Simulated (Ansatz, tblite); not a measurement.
Cost and result up the ladder for `CCCCCCCCCCCCP(=O)(O)O` (43 atoms). Charge 0, multiplicity 1. Geometry: PBE-D4/def2-SVP.

Ansatz on 2 threads of AMD EPYC 7R13 on a shared host and a share (18 GiB) of an NVIDIA H100 80GB HBM3; xTB runs through tblite on one thread. Times are rough, summed over both states, and most runs start from the orbitals of an earlier one. PBE0-D4/def2-TZVP serves as the yardstick here, not as an exact answer. The other state is a triplet.

The xTB rows come from tblite. Single mean-field runs in def2-TZVP are fitted with def2-universal-jkfit. HOMO above LUMO, or a gap near zero within one spin, warns that the state may not be the lowest or that an electron is smeared out.

xTB has no spin-polarisation term.

```json
{"level": "GFN2-xTB", "functions": "96", "wall time": "0.12 s", "vertical triplet (eV)": "9.73", "difference from PBE0-D4/def2-TZVP (eV)": "2.37", "remarks": "–"}
{"level": "GFN1-xTB", "functions": "123", "wall time": "0.24 s", "vertical triplet (eV)": "8.49", "difference from PBE0-D4/def2-TZVP (eV)": "1.13", "remarks": "–"}
{"level": "PBE0-D4/def2-TZVP (with forces)", "functions": "664", "wall time": "24 s", "vertical triplet (eV)": "7.36", "difference from PBE0-D4/def2-TZVP (eV)": "0.00", "remarks": "–"}
{"level": "PBE-D4/def2-TZVP (with forces)", "functions": "664", "wall time": "26 s", "vertical triplet (eV)": "6.72", "difference from PBE0-D4/def2-TZVP (eV)": "-0.64", "remarks": "gap within one spin near zero (triplet)"}
```
